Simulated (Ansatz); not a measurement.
`[AlH2][O][SiH2]Br` and `BO[SiH2]Br` differ in one element.

Ansatz, PBE0-D4/def2-TZVP geometries, multiplicity 1. Each molecule was computed in one conformer, which needn't be the lowest.

Scalar relativity is left out up to krypton.

```
                               property  `[AlH2][O][SiH2]Br`
      LUMO energy (PBE/def2-TZVPP) / eV                -2.17
HOMO–LUMO gap (ωB97M-V/def2-TZVPP) / eV                10.67
   HOMO–LUMO gap (PBE0/def2-TZVPP) / eV                 6.86
  LUMO energy (ωB97M-V/def2-TZVPP) / eV                 0.21
    HOMO energy (B3LYP/def2-TZVPP) / eV                -8.01
     HOMO energy (PBE0/def2-TZVPP) / eV                -8.24
```

Q: Give the same properties after the change, and the shifts. (Estimate.)

A: Ansatz gave: 
```csv
property,`BO[SiH2]Br`,shift
LUMO energy (PBE/def2-TZVPP) / eV,-1.99,0.18
HOMO–LUMO gap (ωB97M-V/def2-TZVPP) / eV,11.78,1.11
HOMO–LUMO gap (PBE0/def2-TZVPP) / eV,7.65,0.79
LUMO energy (ωB97M-V/def2-TZVPP) / eV,0.94,0.73
HOMO energy (B3LYP/def2-TZVPP) / eV,-8.36,-0.35
HOMO energy (PBE0/def2-TZVPP) / eV,-8.61,-0.37
```

With PBE0 the HOMO falls by 0.37 eV and the LUMO rises by 0.42 eV, so the gap widens by about 0.79 eV. PBE moves the HOMO by -0.30 eV and ωB97M-V by -0.38 eV.

B3LYP here is the variant with VWN-RPA as its local correlation; programs differ in this.

Spin–orbit coupling is left out; it splits and shifts lone-pair levels of the heavy atoms by tenths of an eV.
